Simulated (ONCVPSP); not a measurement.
**Pseudopotential generation for Se (Z = 34): ONCV, revPBE, scalar-relativistic.**

Se, optimised norm-conserving Vanderbilt (ONCV), made with ONCVPSP 4.0.1 (revPBE, scalar-relativistic). Core [Ar], reference 3d10 4s2 4p4. Waves: 4s: rc 1.30 bohr, ncon 5, nbas 10, qcut 5.2 1/bohr, 2 projectors, debl 3.7 Ha; 4p: rc 2.05 bohr, ncon 4, nbas 8, qcut 4.2 1/bohr, 3 projectors, debl 1.2 Ha; 3d: rc 1.05 bohr, ncon 3, nbas 7, qcut 14.7 1/bohr, local; f scattering state at 0.16 Ha: rc 1.95 bohr, ncon 3, nbas 6, qcut 5.1 1/bohr, 2 projectors, debl 1.5 Ha. Local part: the d channel. Core correction: none.

All-electron outer shells of the reference configuration (revPBE, scalar-relativistic, ld1.x):

```tsv
shell	level (eV)	outermost node (bohr)	outermost maximum (bohr)
3s	-213.58	0.24	0.50
3p	-152.97	0.21	0.50
3d	-53.06	–	0.45
4s	-17.23	0.70	1.51
4p	-6.47	0.74	1.82
```

(1) Estimate the cutoffs (Ha) at which the residual kinetic energy of the hardest occupied pseudo-wave falls to 1 and 0.1 mHa per electron.

(2) Does the potential have ghost states?

(3) Tests: 3d10 4s2 4p3; 3d10 4s2 4p2; 3d10 4s2 4p1; 3d10 4s2 4p3.5. Which has the largest error in its energy relative to the reference configuration, and how large is it?

## Answers

(1) 100 Ha and 173 Ha.

(2) Ghosts flagged at negative energy: s at -170.4 eV; GHOST(+) flagged for p at 77.7 eV. A true bound ghost makes a file unfit for plane-wave use.

(3) 3d10 4s2 4p1, with -52 meV (all-electron minus pseudo) on +61.91 eV.
